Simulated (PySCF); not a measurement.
B(Cl)(OMe)(SH) (CH4BClOS), SMILES O(B(S)Cl)C.

Geometry optimised at r2SCAN-D4/def2-SVP. One conformer was computed; it need not be the lowest.

Method: TDA-CAM-B3LYP/def2-SVPD in PySCF 2.14.0.

Vertical excitations.  State labels are in the subgroup Cs.

### Question
List the lowest excited states. (The exact figures need the calculation; the answer reports its results.)

### Answer

```tsv
state	symmetry	energy (eV)	λ (nm)	f	main pairs
S1	A"	6.54	190	0.007	HOMO→LUMO+2 43 %, HOMO→LUMO 38 %, HOMO→LUMO+3 12 %
S2	A'	7.02	177	0.154	HOMO→LUMO+1 89 %
S3	A"	7.18	173	0.046	HOMO→LUMO 52 %, HOMO→LUMO+2 16 %, HOMO→LUMO+4 10 %, HOMO→LUMO+3 10 %
S4	A"	7.29	170	0.007	HOMO−1→LUMO+1 92 %
S5	A'	7.92	157	0.016	HOMO−1→LUMO 84 %
S6	A"	8.00	155	0.000	HOMO−3→LUMO+1 92 %
S7	A"	8.14	152	0.014	HOMO→LUMO+2 27 %, HOMO→LUMO+4 23 %, HOMO→LUMO+3 21 %, HOMO−2→LUMO 14 %
S8	A'	8.15	152	0.175	HOMO−2→LUMO+1 91 %
S9	A"	8.22	151	0.017	HOMO→LUMO+4 46 %, HOMO−2→LUMO 29 %, HOMO→LUMO+3 14 %
S10	A"	8.32	149	0.008	HOMO−2→LUMO 43 %, HOMO→LUMO+3 25 %, HOMO→LUMO+4 8 %, HOMO→LUMO+2 7 %
T1	A'	5.94	209	0	HOMO→LUMO+1 97 %
T2	A"	6.07	204	0	HOMO→LUMO+2 46 %, HOMO→LUMO 29 %, HOMO→LUMO+3 14 %
T3	A"	6.87	180	0	HOMO→LUMO 41 %, HOMO−1→LUMO+1 28 %, HOMO→LUMO+4 8 %, HOMO→LUMO+2 6 %
T4	A"	7.03	176	0	HOMO−1→LUMO+1 64 %, HOMO→LUMO 16 %
```
Triplets are in the Tamm–Dancoff approximation.
